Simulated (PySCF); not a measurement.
## Ca: ionisation energy

Ca [Ar] 4s2 (1S) → Ca⁺ [Ar] 4s1 (2S), as a difference of total energies. Calculation: PySCF 2.14, in aug-cc-pVDZ-X2C; scalar relativity by spin-free X2C-1e. Correlated levels: valence: [Ar] frozen. The calculations carry no spin-orbit coupling.

Q: Order these methods by the ionisation energy they give, lowest first.
A. TPSS
B. UHF
C. SCS-MP2 (valence)
D. MP2 (valence)

A: B (5.147 eV), D (5.624 eV), C (5.720 eV), A (6.026 eV).

Errors of the correlated levels include the incompleteness of this basis and the frozen core.

With two correlated electrons CCSD is exact in that space.

For comparison: 6.113 eV (measured; NIST Atomic Spectra Database, ionization energies).
